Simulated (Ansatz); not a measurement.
C2H4Si, SMILES `C=C[SiH]` (C–C–Si–H torsion 179°) (charge 0, multiplicity 1).

Calculation: Ansatz (a first-principles code) with LDA/cc-pVTZ // B3LYP-D3(BJ)/def2-TZVP.

Ansatz 0.2 input:
```yaml
crystal:
  periodic: [false, false, false]
  atoms:
    - { symbol: C, position_ang: [-0.837669, -0.548261, -0.58162] }
    - { symbol: C, position_ang: [-0.050223, 0.04525, 0.327407] }
    - { symbol: Si, position_ang: [1.58195, 0.771537, -0.25748] }
    - { symbol: H, position_ang: [-1.794738, -0.998613, -0.333486] }
    - { symbol: H, position_ang: [-0.542887, -0.604477, -1.625901] }
    - { symbol: H, position_ang: [-0.39707, 0.071574, 1.357753] }
    - { symbol: H, position_ang: [2.040636, 1.262989, 1.113328] }
basis:
  gaussian: { orbitals: cc-pVTZ }
hamiltonian:
  xc: lda
```

Output:

```
Functional definition: SPW92
843 factors; their error is unknown
mean field evaluation 1: about -9953.9509 eV, gradient 6.1e1 eV
mean field evaluation 2: about -9908.2286 eV, gradient 1.2e2 eV
mean field evaluation 4: about -9962.4719 eV, gradient 1.7e1 eV
mean field evaluation 8: about -9963.3030 eV, gradient 1.4e-1 eV
mean field evaluation 16: about -9963.2716 eV, gradient 1.4e-4 eV
mean field -9963.27155547 eV, -366.1434763155 hartree, gradient 3.6e-5 eV, S^2 0.000000; 0 other end points of the search recorded, 0 dependent functions left out
reference -9963.27158624 eV, -366.1434774463 hartree; 15, 15 occupied and 135, 135 virtual orbitals, 843 factors
Total energy: -9963.27158624 eV, -366.1434774463 hartree
```
